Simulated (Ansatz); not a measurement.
Gas-phase electronic energies from Ansatz, PBE0-D4/def2-TZVP geometries. CCSD(T)/CBS is the MP2 limit (def2-TZVPP, def2-QZVPP) plus CCSD(T) − MP2 in def2-TZVPP, frozen cores. DFT in def2-TZVPP. Elements past krypton have def2 core potentials. For Sn outer-core shells are correlated without core-valence functions, which leaves a few kJ/mol of doubt a bond. One conformer a species, not always the lowest.

Reaction (redistribution): `C[S][Sn][OH]` + `CC(C)[O][Al]([F])[Cl]` → `CC(C)[O][Sn][OH]` + `C[S][Al]([F])[Cl]`

| level | ΔE (kJ/mol) |
| --- | --- |
| ωB97X-V | 53.4 |
| MP2/def2-TZVPP | 57.5 |

**Question.** What does CCSD(T)/CBS give? (Best estimate.)

**Answer.** The calculation gave: +54.1 kJ/mol. The listed levels differ from it by -0.7, 3.4 kJ/mol.

Largest T1 diagnostic among the species: 0.016.

From PBE to PBE0 (25 % exact exchange), in def2-TZVPP and without D4, ΔE moves by +4.5 kJ/mol. In def2-TZVPP, CCSD(T) changes the Hartree–Fock value by −8.6 kJ/mol (the triples alone add −2.1 kJ/mol) and MP2 by −8.7 kJ/mol.
